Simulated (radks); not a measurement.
Results of a calculation; reference values are marked as such.
All-electron atom: Hg7+ in [Xe] 4f14 5d5.

Code: a radial shooting solver on a logarithmic mesh with Libxc functionals. Model: scalar-relativistic Kohn-Sham, SCAN, spin-polarised, spherical densities, finite nucleus; open shells are filled with parallel spins first (spin-orbit coupling, left out, can overturn this in heavy ions); meta-GGA in the generalised Kohn-Sham scheme; Fermi nuclear charge, rms radius 5.4648 fm.

Energy parts (eV):
| part | energy |
|---|---|
| total | -533561.42 |
| kinetic | 598682.98 |
| electron-nucleus | -1321082.59 |
| Hartree | 198857.75 |
| exchange-correlation | -10019.56 |

Orbitals (lengths in bohr, moments of r in powers of bohr; r(max) is where P^2 peaks):
orbital,occ.,eigenvalue (eV),r(max)
1s up,1,-83345.81,0.01022
1s down,1,-83345.79,0.01022
2s up,1,-14891.19,0.05910
2s down,1,-14890.78,0.05910
2p up,3,-12854.85,0.04906
2p down,3,-12854.44,0.04906
3s up,1,-3629.355,0.1665
3s down,1,-3629.179,0.1665
3p up,3,-3037.676,0.1662
3p down,3,-3037.452,0.1662
3d up,5,-2413.438,0.1356
3d down,5,-2413.031,0.1357
4s up,1,-888.8873,0.3757
4s down,1,-888.1203,0.3758
4p up,3,-693.9266,0.3955
4p down,3,-693.2103,0.3956
4d up,5,-461.6539,0.4025
4d down,5,-460.8054,0.4027
5s up,1,-227.7889,0.8256
5s down,1,-222.6737,0.8201
4f up,7,-205.0937,0.3667
4f down,7,-203.9901,0.3666
5p up,3,-173.8881,0.9204
5p down,3,-167.9614,0.9150
5d up,5,-109.2733,1.088

The highest occupied level is 5d up at -109.27 eV. Summed over all electrons, <r^2> = 25.38 bohr^2, which gives a Langevin (diamagnetic) susceptibility term of -20.1 x 10^-6 cm^3/mol.

Empty levels of this run are not shown, since the potential may be unsettled where no density lies.
